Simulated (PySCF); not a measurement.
Identify the compound

The spectra below were simulated for a compound C6H5NO.

¹H NMR (300 MHz, computed): δ 10.33 (s, 1H), 9.15 (d, 1H), 8.38 (d, 1H), 8.20 (m, 1H), 7.62 (m, 1H).

¹³C{¹H} NMR (computed): δ 201.2 (CH), 157.4 (C), 155.7 (CH), 142.8 (CH), 133.0 (CH), 128.5 (CH).

[PySCF 2.14: geometry: GFN2-xTB; shieldings: GIAO PBE0/pcSseg-1; gas phase; a single conformation; relativity neglected]

δ = σ(ref) − σ, references computed at the same level: ¹H, ¹³C against TMS.

Question: What is the structure?

Answer: 
The formula gives 5 degrees of unsaturation (1 ring in the answer). 6 carbon signals for 6 carbons: no two carbons are equivalent. Carbon types of the structure: 1 × C, 5 × CH, which accounts for all hydrogens. δC 201.2: aldehyde carbonyl carbon; low-lying n→π* states of the double bond to the heteroatom give a large paramagnetic term (-258 ppm). δC 157.4: substituted aromatic carbon next to a ring nitrogen. δC 155.7: aromatic CH next to a ring nitrogen; the adjacent pyridine-type nitrogen withdraws density from it. δC 142.8, 133.0, 128.5: aromatic CH. δH 10.33: hydrogen on an aldehyde carbonyl carbon; the C=O anisotropy and electron withdrawal place aldehyde protons far downfield. δH 9.15: hydrogen on an aromatic CH next to a ring nitrogen; ring current plus the neighbouring ring nitrogen. δH 8.38, 8.20, 7.62: hydrogen on an aromatic CH.

The compound is `O=Cc1ccccn1`.

The shifts were computed for this structure.

Shifts are as computed. Against solution values, carbons near 30 ppm lie about +3 ppm off and those near 130 ppm about +5 ppm. Of 246 compounds with measured shifts, 49 miss one by over three times the rms of a fit or turn the order of signals round; such compounds aren't used in these exercises. No couplings were computed; multiplicities are counted from neighbouring protons, with m where these are inequivalent, close in shift, in a saturated or five-membered ring or joined by F or P, and br s for small geminal =CH2 splittings.
